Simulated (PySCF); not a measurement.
Si(F)2(Me)2, SMILES C[Si](F)(C)F, CAM-B3LYP/def2-SVP optimised geometry.

```
11

C     -1.19    -1.56    -1.57
Si    -0.59    -0.78     0.00
C     -1.19    -1.56     1.57
F     -1.03     0.78     0.00
F      1.03    -0.78     0.00
H     -0.87    -2.61    -1.63
H     -0.78    -1.03    -2.44
H     -2.29    -1.53    -1.63
H     -0.78    -1.04     2.44
H     -0.87    -2.62     1.62
H     -2.29    -1.53     1.63
```

Density from CAM-B3LYP/def2-TZVP in PySCF at that geometry.

Minimum of the electron density along straight lines between bonded atoms, close to the bond critical point (lines longer than 1.1 times the sum of covalent radii, or with two minima, are not listed):

| bond | length / Å | ρ at the minimum / e bohr⁻³ | ∇²ρ there / e bohr⁻⁵ | position (fraction from the first atom) |
|---|---|---|---|---|
| C1–Si2 | 1.848 | 0.133 | 0.16 | 0.61 |
| Si2–C3 | 1.848 | 0.133 | 0.16 | 0.39 |
| Si2–F4 | 1.619 | 0.133 | 0.90 | 0.42 |
| Si2–F5 | 1.619 | 0.133 | 0.90 | 0.42 |
| C1–H6 | 1.101 | 0.267 | -0.88 | 0.64 |
| C1–H7 | 1.100 | 0.267 | -0.88 | 0.64 |
| C1–H8 | 1.101 | 0.267 | -0.88 | 0.64 |
| C3–H9 | 1.100 | 0.267 | -0.88 | 0.64 |
| C3–H10 | 1.101 | 0.267 | -0.88 | 0.64 |
| C3–H11 | 1.101 | 0.267 | -0.88 | 0.64 |
